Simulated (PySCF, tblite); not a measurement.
3-chloro-4-methyl-4H-1,2,4-triazole, C3H4ClN3.
Cartesian coordinates in Å at the GFN2-xTB level; atoms count from 1:
```xyz
11
C3H4ClN3 angstrom
C     -1.4167   -0.0721    0.0953
N      0.0151   -0.0640    0.0121
C      0.9034   -1.0817    0.1817
N      2.1206   -0.6611    0.0177
N      2.0791    0.6482   -0.2656
C      0.8275    1.0002   -0.2682
Cl     0.2046    2.5414   -0.5675
H     -1.7507   -1.0721    0.3637
H     -1.7507    0.6393    0.8522
H     -1.8503    0.2120   -0.8652
H      0.6236   -2.0873    0.4177
```

Computed, not measured: CAM-B3LYP/def2-SVPD in PySCF (dipole) on a GFN2-xTB geometry, gas phase.

Take the most abundant isotopes and a rigid rotor. 

(1) What are A, B and C (cm⁻¹)?

(2) What kind of rotor is it?

(3) Is it planar, by Δ = Ic − Ia − Ib?

(4) Give the other two planar moments, Paa and Pbb, and the rms extents of the mass along the axes.

(5) Where do the levels up to J = 2 lie, in K?

(6) Which lines would a microwave search look for?

Answers

(1) Ia = 132.79, Ib = 231.01, Ic = 360.64 u·Å²; 505379 MHz·u·Å²/I gives 3806, 2188 and 1401 MHz, that is A = 0.12695, B = 0.07297, C = 0.04674 cm⁻¹.

(2) An asymmetric top: κ = (2 × 2188 − 3806 − 1401)/(3806 − 1401) = -0.35.

(3) Not planar: Δ = Ic − Ia − Ib = -3.17 u·Å². For a rigid frame Δ = −2 Σ m c², so Σ m c² = 1.58 u·Å² lies off the ab plane, practically all of it from hydrogen. The atom farthest from that plane is 0.90 Å away.

(4) Paa = Σ m a² = (Ib + Ic − Ia)/2 = 229.43 and Pbb = Σ m b² = (Ia + Ic − Ib)/2 = 131.21 u·Å². With the mass M = 117.01 u, the rms extents √(P/M) along a, b and c are 1.40, 1.06, 0.12 Å.

(5) Above 0(0,0), as E/k:
J = 1: 1(0,1) 0.172, 1(1,1) 0.250, 1(1,0) 0.288
J = 2: 2(0,2) 0.506, 2(1,2) 0.557, 2(1,1) 0.670, 2(2,1) 0.903, 2(2,0) 0.914
Those of J = 1 are B + C, A + C and A + B.

(6) The dipole components are |μa| = 0.62 D, |μb| = 5.93 D, |μc| = 0.00 D. Intensities carry the squares of the components, which stand as 0.01 : 1.00 : 0.00 (a : b : c). Some lines, for components of 0.1 D or more:

| type | branch | J(Ka,Kc) | MHz | lower level (cm⁻¹) |
| --- | --- | --- | --- | --- |
| a | Q | 3(2,1) ← 3(2,2) | 1023 | 0.987 |
| b | Q | 1(1,0) ← 1(0,1) | 2404 | 0.120 |
| b | Q | 2(1,1) ← 2(0,2) | 3415 | 0.352 |
| a | R | 1(0,1) ← 0(0,0) | 3589 | 0.000 |
| b | Q | 3(2,1) ← 3(1,2) | 4864 | 0.859 |
| b | Q | 2(2,0) ← 2(1,1) | 5078 | 0.466 |
| b | R | 1(1,1) ← 0(0,0) | 5207 | 0.000 |
| b | Q | 3(1,2) ← 3(0,3) | 5226 | 0.684 |
| b | R | 2(0,2) ← 1(1,1) | 5336 | 0.174 |
| a | R | 2(1,2) ← 1(1,1) | 6392 | 0.174 |
| b | R | 3(1,2) ← 2(2,1) | 6926 | 0.628 |
| a | R | 2(0,2) ← 1(0,1) | 6954 | 0.120 |
| b | Q | 2(2,1) ← 2(1,2) | 7213 | 0.387 |
| a | R | 2(1,1) ← 1(1,0) | 7964 | 0.200 |
| b | R | 2(1,2) ← 1(0,1) | 8010 | 0.120 |
| b | Q | 3(2,2) ← 3(1,3) | 8518 | 0.703 |
| b | R | 3(0,3) ← 2(1,2) | 8913 | 0.387 |
| b | Q | 3(3,0) ← 3(2,1) | 9200 | 1.021 |
| a | R | 3(1,3) ← 2(1,2) | 9463 | 0.387 |
| b | Q | 3(3,1) ← 3(2,2) | 10181 | 0.987 |
| b | R | 3(1,3) ← 2(0,2) | 10519 | 0.352 |
| a | R | 3(2,1) ← 2(2,0) | 11566 | 0.635 |
| a | R | 3(1,2) ← 2(1,1) | 11780 | 0.466 |
| b | R | 2(2,0) ← 1(1,1) | 13829 | 0.174 |
| b | R | 3(2,2) ← 2(1,1) | 15621 | 0.466 |
| b | R | 3(2,1) ← 2(1,2) | 19003 | 0.387 |
| b | R | 3(3,1) ← 2(2,0) | 20724 | 0.635 |
| b | R | 3(3,0) ← 2(2,1) | 20990 | 0.628 |

Its lowest GFN2-xTB frequency is 20i cm⁻¹, too small to tell a flat minimum from a shallow saddle. Zero-point vibration and centrifugal distortion are left out. A rigid rotor knows nothing of internal rotation, which can split or shift real lines. Quadrupole hyperfine structure (14N, 35Cl) is left out.

Time: 31 s (grids of density and orbitals included); peak memory 0.76 GiB. Hardware: one thread of an Arm Neoverse V1, on a shared host. This is the CAM-B3LYP/def2-SVPD job that gave the dipole, with the excitations it also computed.
